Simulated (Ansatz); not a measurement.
Reaction (formal exchange of groups at a B–Te bond): `CSB[TeH]` + GeH₄ → `CS[BH][GeH3]` + H₂Te

Gas-phase electronic energies from Ansatz, PBE0-D4/def2-TZVP geometries. CBS: MP2 limit from def2 TZ/QZ plus the TZ coupled-cluster correction, frozen cores. DFT in def2-TZVPP. B3LYP here is the variant with VWN-RPA as its local correlation; programs differ in this. Elements past krypton have def2 core potentials. For Ge, Te outer-core shells are correlated without core-valence functions, which leaves a few kJ/mol of doubt a bond. Scalar relativity is left out up to krypton. One conformer a species, not always the lowest.

| level | ΔE (kJ/mol) | difference from CCSD(T)/CBS |
| --- | --- | --- |
| PBE0-D4 | 57.6 | -0.9 |
| ωB97X-V | 55.0 | -3.5 |
| PBE | 55.9 | -2.6 |
| B3LYP | 54.3 | -4.2 |
| MP2/def2-TZVPP | 66.3 | 7.8 |
| CCSD/def2-TZVPP | 54.3 | -4.2 |
| CCSD(T)/def2-TZVPP | 56.2 | -2.3 |
| MP2/def2-QZVPP | 68.0 | 9.5 |
| SCS-MP2/def2-QZVPP | 64.4 | 5.9 |
| MP2/CBS(def2) | 68.5 | 10.0 |
| CCSD(T)/CBS | 58.5 | 0 |

Largest T1 diagnostic among the species: 0.014.
